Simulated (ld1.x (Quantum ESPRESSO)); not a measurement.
**Scattering properties, RRKJ potential for phosphorus**

```
Element                 : phosphorus (P)
Generator               : ld1.x (Quantum ESPRESSO) 7.5
Type                    : norm-conserving RRKJ (Kleinman–Bylander form)
Functional              : PBE
Relativity              : scalar-relativistic
Frozen core             : [Ne]
Valence charge          : 5
Reference configuration : 3s1 3p4
Partial waves           : 3p (bound): rc 1.85 bohr; 3d channel at 0.05 Ry: rc 1.40 bohr; 3s (bound): rc 1.50 bohr
Local potential         : the s channel
Core correction         : Bessel-smoothed model core inside 1.35 bohr
```

The phase is arctan(r·u′/u) with u = r·R(r), unwrapped; energies in Ry, scanned from -3 to 5 Ry. A pole is an energy at which the radial function vanishes at the test radius. The pseudo phase is shifted by a multiple of π to meet the all-electron one at the reference energy, and phase errors are pseudo minus all-electron; the curves can meet again beyond the range given. Levels narrower than the energy grid can be missing from the lists of poles.

| channel | radius (bohr) | reference energy (Ry) | poles, all-electron | poles, pseudo | unbroken range about the reference energy with phases within 0.05 rad | phase error 1 Ry above the reference energy (rad) |
| --- | --- | --- | --- | --- | --- | --- |
| s | 2.01 | -1.08 | 1.10 | 1.05 | below 3.8 | -0.002 |
| p | 2.01 | -0.45 | 2.17 | 2.10 | the whole range | -0.003 |
| d | 2.01 | 0.05 | 3.15 | 3.22 | the whole range | +0.004 |

Phases in the d channel:

```csv
E (Ry),all-electron,pseudo
-3.00,1.288,1.288
-2.76,1.276,1.277
-2.52,1.264,1.264
-2.28,1.249,1.249
-2.04,1.232,1.233
-1.80,1.213,1.213
-1.56,1.190,1.190
-1.32,1.163,1.163
-1.08,1.129,1.130
-0.84,1.088,1.088
-0.60,1.034,1.034
-0.36,0.963,0.963
-0.12,0.865,0.865
0.12,0.722,0.722
0.36,0.506,0.507
0.60,0.185,0.186
0.84,-0.232,-0.229
1.08,-0.632,-0.627
1.32,-0.926,-0.920
1.56,-1.121,-1.116
1.80,-1.253,-1.247
2.04,-1.346,-1.340
2.28,-1.415,-1.409
2.52,-1.469,-1.462
2.76,-1.513,-1.505
3.00,-1.550,-1.542
3.24,-1.583,-1.573
3.48,-1.613,-1.602
3.72,-1.640,-1.628
3.96,-1.667,-1.653
4.20,-1.694,-1.677
4.44,-1.722,-1.701
4.68,-1.752,-1.726
4.92,-1.785,-1.752
```
